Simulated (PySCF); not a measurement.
Species: `CCS[C@@H]1C[Si@H]1C(=O)O`. The columns A, B, C and D hold Mulliken, IAO, Hirshfeld and ESP-fitted charges (e) of one PBE0/pcSseg-1 density (PySCF), in a shuffled order. Coordinates in Å (GFN2-xTB); the density's dipole moment is (0.02, 1.31, 0.40) D.

```tsv
atom	x	y	z	A	B	C	D
C1	2.479	1.155	-0.453	-0.123	-0.177	-0.264	-0.420
C2	2.250	-0.341	-0.549	-0.070	-0.089	-0.364	-0.324
S3	1.528	-1.049	0.972	+0.002	-0.260	+0.034	+0.090
C4	-0.114	-0.334	0.903	-0.120	+0.081	-0.552	-0.445
C5	-1.242	-1.211	1.435	-0.161	-0.586	-0.383	-0.500
Si6	-1.328	-0.943	-0.431	+0.315	+0.127	+0.628	+0.712
C7	-2.584	0.323	-1.052	+0.118	+0.654	+0.242	+0.285
O8	-3.121	0.285	-2.130	-0.267	-0.521	-0.396	-0.443
O9	-2.828	1.284	-0.154	-0.168	-0.612	-0.364	-0.475
H10	2.964	1.514	-1.358	+0.044	+0.066	+0.119	+0.145
H11	1.534	1.682	-0.339	+0.038	+0.040	+0.124	+0.141
H12	3.114	1.386	0.399	+0.038	+0.071	+0.123	+0.148
H13	1.573	-0.589	-1.368	+0.032	+0.047	+0.153	+0.141
H14	3.192	-0.872	-0.682	+0.046	+0.145	+0.152	+0.156
H15	-0.118	0.696	1.240	+0.039	+0.112	+0.189	+0.163
H16	-0.934	-2.183	1.792	+0.044	+0.229	+0.162	+0.168
H17	-1.935	-0.729	2.111	+0.050	+0.211	+0.162	+0.168
H18	-0.956	-1.984	-1.367	-0.044	+0.023	-0.004	-0.077
H19	-3.485	1.918	-0.489	+0.188	+0.439	+0.237	+0.367
```

Task: Which column most likely holds the ESP-fitted charges?

Result: B. Σ q r misses the density's dipole by 0.04 D (B), 1.28 D (A), 2.06 D (D), 2.66 D (C). Charges fitted to the outside potential are the only set here that is tied to the molecule's multipoles.

Task: And the Hirshfeld charges?

Result: A. The mean sizes are 0.101 e (A), 0.236 e (B), 0.245 e (C), 0.283 e (D), and Hirshfeld charges are commonly the smallest of these schemes.

As computed, A = Hirshfeld, B = ESP-fitted, C = Mulliken, D = IAO. Hydrogens on carbon: Hirshfeld +0.03 to +0.05, ESP-fitted +0.04 to +0.23, Mulliken +0.12 to +0.19, IAO +0.14 to +0.17 e.

The ESP scheme is a least-squares fit of atom-centred charges to the potential on four shells outside the van der Waals surface, with the total charge fixed. The Hirshfeld scheme weights the molecular density at each point by an atom's share of the summed free-atom densities.

The structure is a single GFN2-xTB conformer in the gas phase; no vibrational or solvent corrections.

The values belong to the conformer `[CH3:1][CH2:2][S:3][C@@H:4]1[CH2:5][Si@H:6]1[C:7](=[O:8])[OH:9]`: C1–C2–S3–C4 69°, C2–S3–C4–C5 145°, C5–Si6–C7–O8 -151°, H–O9–C7–Si6 -179°.
